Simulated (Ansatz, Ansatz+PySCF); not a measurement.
```yaml
atoms:
  - { symbol: C, position_ang: [1.4000, 0.0000, 0.0000] }
  - { symbol: C, position_ang: [0.7000, 1.2124, 0.0000] }
  - { symbol: C, position_ang: [-0.7000, 1.2124, 0.0000] }
  - { symbol: C, position_ang: [-1.4000, 0.0000, 0.0000] }
  - { symbol: C, position_ang: [-0.7000, -1.2124, 0.0000] }
  - { symbol: C, position_ang: [0.7000, -1.2124, 0.0000] }
  - { symbol: O, position_ang: [2.6500, 0.0000, 0.0000] }
  - { symbol: H, position_ang: [1.2425, 2.1521, 0.0000] }
  - { symbol: H, position_ang: [-1.2425, 2.1521, 0.0000] }
  - { symbol: H, position_ang: [-2.4850, 0.0000, 0.0000] }
  - { symbol: H, position_ang: [-1.2425, -2.1521, 0.0000] }
  - { symbol: H, position_ang: [1.2425, -2.1521, 0.0000] }
```

Basis set: def2-SVP (spherical functions). Charge 0, multiplicity 2.

Computed with Ansatz (development build ahead of 0.2.0); each method stands on the lowest determinant of its kind that the runs found. Restricted functionals stand beside restricted open-shell atoms, which can lie above the unrestricted atoms usual in DFT and then raise those values.

The atomization energy at this shape (free ground-state atoms in the same class of orbitals less the molecule, no zero-point energy) of doublet C₆H₅O:

```csv
method,atomization energy
ωB97X (restricted open-shell),60.62 eV
PBE0 (restricted open-shell),61.53 eV
UHF,44.98 eV
ROHF,44.79 eV
```

Q: What does PBE0 (unrestricted) give?

A: 61.33 eV. Caution for UHF: the unrestricted determinant is spin contaminated. Caution for ROHF: an unrestricted determinant lies well below.

The shape needn't be a minimum at these levels.
